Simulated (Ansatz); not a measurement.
`C=[N][GaH2]` + `[OH][SbH2]` → `[GaH2][O][SbH2]` + `C=N` at 400 K and 1 bar (ligand exchange at a Ga–N bond).

Computed with Ansatz on PBE0-D4/def2-TZVP structures; ΔE is electronic, products minus reactants. CCSD(T)/CBS adds triple-zeta CCSD(T) − MP2 to the extrapolated MP2 energy (def2 sets, frozen cores). This one scheme is used for every species. Elements past krypton have def2 core potentials. For Ga, Sb outer-core shells are correlated without core-valence functions, which leaves a few kJ/mol of doubt a bond. Scalar relativity is left out up to krypton.

```csv
species,CCSD(T)/CBS energy (Eh),H − E (kJ/mol),S (J/(mol·K))
`C=[N][GaH2]`,-2019.05960,136.7,323.9
`[OH][SbH2]`,-316.98030,89.2,295.3
`[GaH2][O][SbH2]`,-2241.53579,108.6,376.6
`C=N`,-94.52360,119.4,238.9
```

H − E and S are ideal-gas, rigid-rotor, harmonic terms from PBE0-D4/def2-TZVP, for one conformer and one mirror image of each species. 1 Eh = 2625.50 kJ/mol, R = 8.31446 J/(mol·K).

By hand: ΔE, ΔH, ΔS and ΔG.

ΔE = (-2241.53579) + (-94.52360) − (-2019.05960) − (-316.98030) = -0.01949 Eh = -51.2 kJ/mol. Δ(H − E) = 108.6 + 119.4 − 136.7 − 89.2 = 2.1, so ΔH = -49.1 kJ/mol. ΔS = 376.6 + 238.9 − 323.9 − 295.3 = -3.7 J/(mol·K). ΔG = -49.1 − 400 × (-3.7)/1000 = -47.6 kJ/mol.

By hand: the equilibrium constant, and the temperature at which ΔG would vanish if ΔH and ΔS stayed fixed.

log₁₀ K = −ΔG/(RT ln 10) = 6.2. ΔG = 0 at ΔH/ΔS = 13270 K, far beyond where these terms or the molecules hold.

The number of gas molecules stays the same, so ΔS is small and ΔH decides. A doubt of 5 kJ/mol in ΔE shifts log₁₀ K by 0.7 here. Other conformers and mirror images would add mixing entropy, several J/(mol·K) or more a flexible species. Modes under 60 cm⁻¹, often nearly free rotors, make the harmonic entropy too high. These are equilibria of isolated gas molecules and say nothing of rates. Largest T1 diagnostic: 0.017 (customary marks: 0.02 for closed shells, 0.045 for open ones).
